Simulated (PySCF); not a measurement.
**Removing an electron from `CC(=O)NCCB(F)F`**

C₄H₈BF₂NO.
Cartesian coordinates in Å at the PBE0-D3(BJ)/def2-SVP level; atoms count from 1:
```
atom  x, y, z in Å
C1     2.9286   -0.1561    0.4013
C2     1.6413   -0.2274   -0.3897
O3     1.4776   -0.9921   -1.3196
N4     0.6701    0.6399    0.0198
C5    -0.6448    0.6328   -0.5717
C6    -1.6392   -0.2786    0.1416
B7    -3.0655   -0.3227   -0.4934
F8    -3.3630    0.3502   -1.5916
F9    -4.0448   -1.0294    0.0430
H10    3.6731   -0.7994   -0.0810
H11    3.3108    0.8747    0.4521
H12    2.7665   -0.5079    1.4323
H13    0.8284    1.1899    0.8535
H14   -1.0251    1.6660   -0.6092
H15   -0.5179    0.2968   -1.6106
H16   -1.7516    0.0037    1.2045
H17   -1.2503   -1.3128    0.1610
```

Level: wB97X-D/def2-SVPD (PySCF). Frontier orbitals with their largest atomic shares (Löwdin; up to four atoms above 4 %):

```tsv
orbital	ε (eV)	main atoms
HOMO−3	-12.15	C6 27 %, C5 17 %, H16 12 %, H15 10 %
HOMO−2	-12.07	C6 23 %, C5 12 %, O3 10 %, B7 8 %
HOMO−1	-9.56	O3 43 %, N4 29 %, C2 9 %, C6 4 %
HOMO	-9.39	?
LUMO	1.74	B7 40 %, C6 7 %, H13 6 %, H16 6 %
LUMO+1	2.10	B7 36 %, C6 15 %, F8 15 %, F9 13 %
LUMO+2	2.20	B7 18 %, C1 17 %, H13 14 %, H11 10 %
```

Problem. What vertical ionisation energy does ΔSCF give, and how far is −ε(HOMO) from it?

Solution. ΔSCF: 9.65 eV (931 kJ/mol; threshold wavelength 128 nm); ⟨S²⟩ of the doublet left behind is 0.779, against 0.75 for a pure doublet. −ε(HOMO) is 9.39 eV, 0.26 eV below it. For the exact functional −ε(HOMO) would equal the first vertical ionisation energy; wB97X-D (range-separated hybrid) comes within 0.26 eV of that here.

Problem. On which atoms does the HOMO lie?

Solution. O3 (amide oxygen) 51 %, N4 (amide nitrogen) 22 %, C2 (amide carbonyl carbon) 9 %, C1 (methyl carbon next to a carbonyl) 6 %. The HOMO−1 lies 0.17 eV lower.

Problem. Shift the occupied levels rigidly so that −ε(HOMO) equals the ΔSCF value. What binding energies result?

Solution. The shift is +0.26 eV: HOMO 9.65, HOMO−1 9.82, HOMO−2 12.33, HOMO−3 12.41 eV. A rigid shift is only a rough guide to the deeper ionisations.

Problem. With α = 72.8 au, estimate the like-pair dispersion coefficient by London's formula C6 = (3/4)α²I.

Solution. I = 0.3548 Eh, so C6 ≈ 1410 au; the Casimir–Polder integral at the same level gives 2500 au, 1.77 times as much.

Problem. What kinetic energy would electrons from this vertical process carry with 118.2 nm light (10.49 eV)?

Solution. 10.49 − 9.65 = 0.84 eV.

Isolated species at its PBE0-D3(BJ)/def2-SVP geometry (one conformer only).

Note: wB97X-D ran without an empirical dispersion term, which enters the total energy and its gradient alone.
